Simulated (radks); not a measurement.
Values are calculated unless marked as measured or tabulated.
Task: These are the eigenvalues of the occupied orbitals of an atom or ion with whole-number occupations (hartree). Level of theory: Dirac Kohn-Sham, PBE, spin-unpolarised, spherical densities, finite nucleus; Fermi nuclear charge, rms radius of each element as measured or else 0.836 A^(1/3) + 0.57 fm (a radial shooting solver on a logarithmic mesh with Libxc functionals).

1s1/2: -1126.152
2s1/2: -182.6348
2p1/2: -171.7420
2p3/2: -162.4843
3s1/2: -46.00724
3p1/2: -41.56798
3p3/2: -39.83422
3d3/2: -32.04531
3d5/2: -31.68147
4s1/2: -16.96233
4p1/2: -15.33797
4p3/2: -14.92821

Which element is it, and in what charge state? The configuration may be excited. Open shells, if any, fill j = l - 1/2 first.

Result: Z = 51, antimony, charge +15: Sb15+ in [Kr]. The list shows which subshells hold electrons but not how many an open one holds; the 1s level, -1126.2 hartree, gives Z - s = 47.5 by -(Z - s)^2/2, which with screening and relativity narrows Z to a few neighbours, and the depths of the outer levels then fix element, charge and occupations together.
